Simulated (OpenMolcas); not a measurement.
## OpenMolcas run: Yb V

Input:

```
&GATEWAY
Coord
1

Yb 0.0 0.0 0.0
Basis=ANO-R0
Group=XYZ
NoMove
AngMom=0.0 0.0 0.0
AMFI
&SEWARD
&RASSCF
FileOrb=start.orb
Symmetry=1
Spin=3
nActEl=12 0 0
Inactive=15 12
Ras2=0 7
CIRoot=21 21 1
SDav=21
CIMx=300
Iter=120 100
PrWF=0.3
OrbListing=Nothing
MaxOrb=0
Atom
>>> COPY $Project.JobIph JOB001
&RASSCF
FileOrb=start.orb
Symmetry=1
Spin=1
nActEl=12 0 0
Inactive=15 12
Ras2=0 7
CIRoot=28 28 1
SDav=28
CIMx=300
Iter=120 100
PrWF=0.3
OrbListing=Nothing
MaxOrb=0
Atom
CIOnly
>>> COPY $Project.JobIph JOB002
&RASSI
NrOfJobIphs=2 21 27
1 2 3 4 5 6 7 8 9 10 11 12 13 14 15 16 17 18 19 20 21
1 2 3 4 5 6 7 8 9 10 11 12 13 14 15 16 17 18 19 20 21 22 23 24 25 26 27
IphNames
JOB001
JOB002
EJob
SpinOrbit
DIPRint=1.0
SOCoupling=1000.0
Subsets=2
MEES
Property=10
'ANGMOM' 1 'ANGMOM' 2 'ANGMOM' 3 'MLTPL  1' 1 'MLTPL  1' 2 'MLTPL  1' 3
'AMFI' 1 'AMFI' 2 'AMFI' 3 'MLTPL  2' 6
SOProperty=3
'ANGMOM' 1 'ANGMOM' 2 'ANGMOM' 3
```

Launched by
```bash
OMP_NUM_THREADS=1 MOLCAS_MEM=2252 MOLCAS_PROJECT=a pymolcas a.inp > a.log  # once for each step of the input, in one work folder
```

A driver script runs the steps one by one and writes start.orb anew before each from the orbitals found so far, so a CI-only block uses the converged orbitals of the first block.

Output, cut to the results:

```
--- SEWARD ---
Basis set label: YB.ANO-R...6S4P2D1F.

      Electronic valence basis set:
      ------------------
      Associated Effective Charge  70.000000 au
      Associated Actual Charge     70.000000 au
      Nuclear Model: Finite nucleus - Gaussian distribution
        Gaussian exponent, Xi/bohr**(-2):  1.53143E+08

      Shell  nPrim  nBasis  Cartesian Spherical Contaminant
         s      25       6        X
         p      20       4        X
         d      12       2                 X
         f      10       1                 X
                  Relativistic X2C integrals
                  Atomic mean-field integrals
--- RASSCF ---
Wave function specifications:
      -----------------------------

      Number of closed shell electrons          54
      Number of electrons in active shells      12
      Max number of holes in RAS1 space          0
      Max nr of electrons in RAS3 space          0
      Number of inactive orbitals               27
      Number of active orbitals                  7
      Number of secondary orbitals               1
      Spin quantum number                      1.0
      State symmetry                             1
Orbital specifications:
      -----------------------

      Symmetry species                           1   2
                                                ag  au
      Frozen orbitals                            0   0
      Inactive orbitals                         15  12
      Active orbitals                            0   7
      RAS1 orbitals                              0   0
      RAS2 orbitals                              0   7
      RAS3 orbitals                              0   0
      Secondary orbitals                         1   0
      Deleted orbitals                           0   0
      Number of basis functions                 16  19
      Number of CSFs                            21
      Number of root(s) required                21
      Iter CI   SX   CI       RASSCF       Energy    max ROT     max BLB   max BLB  Level Ln srch  Step   QN
          iter iter root      energy       change     param      element    value   shift minimum  type update
 Nr of preliminary CI iterations:   1
      Total energies have been shifted. Add               -14000.00 au
        1   1    6    0   -51.08454150    0.00E+00  -6.31E-02   15  16 1  4.55E-01*  0.00   0.00    SX    NO
        2   1    5    0   -51.11568863   -3.11E-02* -4.94E-03   15  16 1  3.55E-02*  0.00   0.00    SX    NO
        3   1    5    0   -51.11587740   -1.89E-04* -3.79E-04   15  16 1  2.72E-03*  0.00   0.00    SX    NO
        4   1    4    0   -51.11587851   -1.11E-06* -2.92E-05   15  16 1  2.09E-04*  0.00   0.00    SX    NO
        5   1    3    0   -51.11587852   -6.57E-09   2.43E-06   15  16 1  1.61E-05   0.00   1.08    QN   YES
      Convergence after  5 iterations
        6   1    3    0   -51.11587852   -4.55E-11   2.43E-06    3  16 1 -3.23E-07   0.00   1.08    QN   YES
      Natural orbitals and occupation numbers for root  1
      sym 2:   1.951882   1.374651   1.673467   2.000000   1.951882   1.673467   1.374651
      Natural orbitals and occupation numbers for root  2
      sym 2:   1.439044   1.439044   1.569589   2.000000   1.991367   1.569589   1.991367
      Natural orbitals and occupation numbers for root  3
      sym 2:   1.954141   1.376806   2.000000   1.669053   1.669053   1.376806   1.954141
::    RASSCF root number  1 Total energy: -14051.15168696
::    RASSCF root number  2 Total energy: -14051.15168696
::    RASSCF root number  3 Total energy: -14051.15168696
::    RASSCF root number  4 Total energy: -14051.15168696
::    RASSCF root number  5 Total energy: -14051.15168696
::    RASSCF root number  6 Total energy: -14051.15168696
::    RASSCF root number  7 Total energy: -14051.15168696
::    RASSCF root number  8 Total energy: -14051.15168696
::    RASSCF root number  9 Total energy: -14051.15168696
::    RASSCF root number 10 Total energy: -14051.15168696
::    RASSCF root number 11 Total energy: -14051.15168696
::    RASSCF root number 12 Total energy: -14051.11587852
::    RASSCF root number 13 Total energy: -14051.11587852
::    RASSCF root number 14 Total energy: -14051.11587852
::    RASSCF root number 15 Total energy: -14051.11587852
::    RASSCF root number 16 Total energy: -14051.11587852
::    RASSCF root number 17 Total energy: -14051.11587852
::    RASSCF root number 18 Total energy: -14051.11587852
...
--- RASSI ---
SPIN-FREE ENERGIES:
  (Shifted by EMIN (a.u.) =     -14051.1516869622)

 SF State       Relative EMIN(au)   Rel lowest level(eV)    D:o, cm**(-1)      L_eff

     1             0.0000000000        0.0000000000              0.0000         5.0
     2             0.0000000000        0.0000000000              0.0000         5.0
     3             0.0000000000        0.0000000000              0.0000         5.0
     4             0.0000000000        0.0000000000              0.0000         5.0
     5             0.0000000000        0.0000000000              0.0000         5.0
     6             0.0000000000        0.0000000000              0.0000         5.0
     7             0.0000000000        0.0000000000              0.0000         5.0
     8             0.0000000000        0.0000000000              0.0000         5.0
     9             0.0000000000        0.0000000000              0.0000         5.0
    10             0.0000000000        0.0000000000              0.0000         5.0
    11             0.0000000000        0.0000000000              0.0000         5.0
    12             0.0358084469        0.9743974786           7859.0457         3.0
    13             0.0358084469        0.9743974786           7859.0457         3.0
    14             0.0358084469        0.9743974786           7859.0457         3.0
    15             0.0358084469        0.9743974786           7859.0457         3.0
    16             0.0358084469        0.9743974786           7859.0457         3.0
    17             0.0358084469        0.9743974786           7859.0457         3.0
    18             0.0358084469        0.9743974786           7859.0457         3.0
    22             0.0405172754        1.1025312295           8892.5141         4.0
    23             0.0405172754        1.1025312295           8892.5141         4.0
    24             0.0405172754        1.1025312295           8892.5141         4.0
...
```

Levels above the lowest, from the spin-orbit matrix, grouped by J:

| Configuration | Term | J | E (cm-1) | Measured (cm-1) | Term weight % | Second |
| --- | --- | --- | --- | --- | --- | --- |
| 4f12 | 3H | 6 | 0.0 | 0.0 | 99 |  |
| 4f12 | 3F | 4 | 6626 |  | 54 | 35 1G |
| 4f12 | 3H | 5 | 8811 | 9580 | 100 |  |
| 4f12 | 3H | 4 | 13825 | 14405 | 57 | 34 3F |
| 4f12 | 3F | 3 | 16670 | 16372 | 100 |  |
| 4f12 | 3F | 2 | 17856 | 16877 | 83 | 16 1D |
| 4f12 | 1G | 4 | 22735 | 24193 | 56 | 32 3H |
| 4f12 | 1D | 2 | 34315 |  | 56 | 29 3P |
| 4f12 | 1I | 6 | 41225 | 39038 | 99 |  |
| 4f12 | 3P | 1 | 45487 |  | 100 |  |
| 4f12 | 3P | 2 | 46460 | 43120 | 70 | 28 1D |
| 4f12 | 3P | 0 | 46906 |  | 100 |  |

Against the 7 measured excited levels shown (the list in Tchang-Brillet, Wyart, Meftah and Ait Mammar, Atoms 6, 52 (2018)) the mean absolute deviation is 1400 cm-1; the largest miss in energy is 4f12 3P2 [70 %]: computed 46460, measured 43120 cm-1 (+7.7 %).

Without dynamic correlation excited terms often stand tens of per cent too high (terms of higher spin than the ground term too low), and those without a measured partner can miss by more than the paired ones. Terms from blocks run as CI alone lack orbitals of their own. The basis is small and was not contracted for so high a charge. Measured partners are found by configuration, term and J. A level has none where our copy of the source lacks it or the pairing is in doubt (some pairs that miss far off the trend of their configuration count as doubtful), and it then counts in no deviation. Only configurations of the active space appear. The first state left out of the spin-orbit step lies near 82000 cm-1 above the lowest spin-free state of the reference (among the parities and spins computed), and the list stops at four fifths of that energy or lower.

The RASSCF and RASSI steps took 7.1 s on 1 thread of Arm Neoverse V2, with other jobs on the host; the integral step is not counted.

The term weight is that of the spin-free term in the level, not the purity of its configuration. A share in square brackets marks a mixed level and gives the weight of the term that names it.
